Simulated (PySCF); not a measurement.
**Ionisation energy of Fe¹⁸⁺ by level of theory**

Fe¹⁸⁺ [He] 2s2 2p4 (3P) → Fe¹⁹⁺ [He] 2s2 2p3 (4S), as a difference of total energies. All numbers are calculated (PySCF 2.14, the non-relativistic Hamiltonian (point nucleus), in an uncontracted even-tempered set (18 s from 3.1 bohr⁻², ratio 2.2; 11 p from 4 bohr⁻², ratio 2.2; 6 d from 21 bohr⁻², ratio 2.4; 5 f from 32 bohr⁻², ratio 2.4; 5 g from 48 bohr⁻², ratio 2.4)). Correlated levels: nothing frozen; virtual orbitals above 40 to 60 times the deepest correlated orbital energy dropped. The calculations carry no spin-orbit coupling.

```
                 method  ionisation energy (eV)
                    UHF                  1448.9
                    LDA                  1448.9
                    PBE                  1451.3
                   PBE0                  1451.1
                 r2SCAN                  1451.6
                  M06-L                  1451.7
                 M06-2X                  1450.4
    MP2 (all electrons)                  1450.4
SCS-MP2 (all electrons)                  1450.6
```

A first-order spin-orbit estimate (lowest level to lowest level, LS coupling) adds 4.212 eV.

These non-relativistic numbers lack the scalar-relativistic shift.

For comparison: 1460 ± 3 eV (semi-empirical (NIST evaluation); NIST Atomic Spectra Database, ionization energies).
